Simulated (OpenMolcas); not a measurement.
Ti3+ with its 6 nearest fluoride ions at 2.049 Å, on the Y site of Cs2NaYF6 (a = 9.075 Å, distance in the model lattice 2.178 Å). The rest of the host is ab initio model potentials to 7.6 Å, with orthogonalisation functions on the cations behind the ligands, and point charges beyond; the distance is set by hand and nothing relaxes. Ligand basis ANO-RCC-VDZP.

* Program: OpenMolcas 26.06
* Method: SS-CASPT2, IPEA 0.25 Eh, imaginary shift 0.1 Eh (closed shells correlated: 3s 3p and the ligand valence shells)
* Basis: ANO-RCC-VTZP [6s5p3d2f1g]
* Scalar Hamiltonian: DKH2, point nucleus
* Active space: 1 electron in 5 orbitals (3d)
* State averaging: 2S+1 = 2 even, 5 roots
* Spin-orbit coupling: RASSI with atomic mean-field integrals over the reference wave functions

Question: What is the spin-free ground state (labels of O, the rotations of Oh)?

Answer: 2T2, 3-fold in its orbital part; it has the highest spin that d1 allows.

Question: Where is the first state of the same spin?

Answer: 2E at 14900 cm-1 above the ground state.

Question: What are the lowest two levels with spin-orbit coupling?

Answer: A 4-fold level Γ8, then a 2-fold level Γ7 220 cm-1 above it. Their leading multiplicities are 2 (100 %) and 2 (100 %).

Question: What is χT at 300 K, and how does it compare with the textbook value?

Answer: The lowest level has 2S+1 = 2, for which the spin-only value is χT = S(S+1) / 2 = 0.375 cm3 K/mol (g = 2). The computed 0.449 at 300 K differs by +0.074, through orbital momentum, spin-orbit coupling and any other state in reach. With a threefold ground state the orbital momentum is unquenched, so the spin-only value is not expected to hold.

Question: Which ligand-field parameters describe the states?

Answer: The gap between the two states is 10Dq = 14862 cm-1. 

Over all roots computed the reference weight is 0.73; a low but even weight reflects the number of correlated electrons. An orbital triplet at a regular site is open to Jahn-Teller coupling, which can distort the site and quench the lowest spin-orbit gaps and is left out. Ligand-to-metal charge-transfer states are missing. With one d shell and no ligand orbital active, 10Dq can be off by a tenth or more. No measured value stands beside these numbers; the geometry was set by hand and not optimised.
